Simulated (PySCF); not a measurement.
Question: Write Cartesian coordinates for `C#CCN[SiH3]` as optimised with PBE0-D3(BJ)/def2-SVP.

Answer: 
```
atom  x, y, z in Å
C1     2.115    1.060   -0.775
C2     1.418    0.139   -0.408
C3     0.561   -0.959    0.057
N4    -0.523   -0.567    0.930
Si5   -2.026    0.082    0.341
H6     2.733    1.873   -1.107
H7     0.140   -1.472   -0.826
H8     1.197   -1.713    0.555
H9    -0.201   -0.232    1.832
H10   -2.955    0.148    1.507
H11   -1.958    1.446   -0.280
H12   -2.541   -0.857   -0.702
```

Any rigid rotation of these coordinates is as good. Atoms count from 1 in this order. N4 (silicon-bound nitrogen) has angles 123.0°, 116.9° and 112.8°, sum 352.7°, 0.21 Å off the plane of its three neighbours. The 2 C–C bonds span 1.211 Å (C1≡C2, drawn triple) to 1.468 Å (C2–C3, drawn single), a spread of 0.257 Å. Si5 (SiH3 silicon) is distorted tetrahedral (angles from 106.8° to 116.1°).

Bonds between heavy atoms (Å): C1≡C2 1.211, C2–C3 1.468, C3–N4 1.446, N4–Si5 1.740.

Method: PBE0-D3(BJ)/def2-SVP geometry optimisation, gas phase in PySCF.

Point group: C1 (no symmetry element, even within 0.4 Å). Stationary, but not proved a minimum. The numbers are those of one conformer (C2–C3–N4–Si5 81°).
